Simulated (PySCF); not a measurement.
**Electron correlation in Er(56+) (erbium, charge +56)**

[Ne] 3s2, closed-shell 1S. All numbers are calculated (PySCF 2.14, the spin-free X2C one-electron Hamiltonian (Gaussian nucleus), in an uncontracted even-tempered set (17 s from 15 bohr⁻², ratio 2.5; 12 p from 19 bohr⁻², ratio 2.5; 4 d from 69 bohr⁻², ratio 2.7; 4 f from 100 bohr⁻², ratio 2.7)). Frozen: 1s2; 10 electrons correlated; the 20 highest virtual orbitals of each spin left out.

```csv
level,correlation energy (mhartree)
CCSD,-493.75
(T),-0.46
CCSD(T),-494.21
```

Diagnostics: T1 = 0.00012, D1 = 0.0004, largest double amplitude 0.038.

Cost of the coupled-cluster step: of the order of 8 core-seconds, for 10 correlated electrons.

Iterations:

```
CC2 = 0
CCSD nocc = 5, nmo = 80
frozen orbitals [0, 81, 82, 83, 84, 85, 86, 87, 88, 89, 90, 91, 92, 93, 94, 95, 96, 97, 98, 99, 100]
max_cycle = 100
direct = 0
conv_tol = 1e-08
conv_tol_normt = 1e-06
diis_space = 8
diis_start_cycle = 0
Init t2, MP2 energy = -9602.34700205119  E_corr(MP2) -0.476145098430438
Init E_corr(CCSD) = -0.476145098430437
cycle = 1  E_corr(CCSD) = -0.490371810802241  dE = -0.0142267124  norm(t1,t2) = 0.00931119
cycle = 2  E_corr(CCSD) = -0.493077725081521  dE = -0.00270591428  norm(t1,t2) = 0.00188186
cycle = 3  E_corr(CCSD) = -0.493752293336242  dE = -0.000674568255  norm(t1,t2) = 0.000384678
cycle = 4  E_corr(CCSD) = -0.49375223208299  dE = 6.12532526e-08  norm(t1,t2) = 1.53932e-06
cycle = 5  E_corr(CCSD) = -0.493752233612545  dE = -1.52955548e-09  norm(t1,t2) = 4.52398e-09
CCSD converged
E(CCSD) = -9602.36460918637  E_corr = -0.4937522336125451
CCSD(T) correction = -0.000463364191710488
```

At this charge the one-electron X2C treatment keeps the bare 1/r₁₂, with no two-electron picture change or Breit term. The effect here is smaller than on the frozen 1s shell; and a scalar Hamiltonian misses the large spin-orbit splitting of the p shells, which matters for ns² → np² pairs.
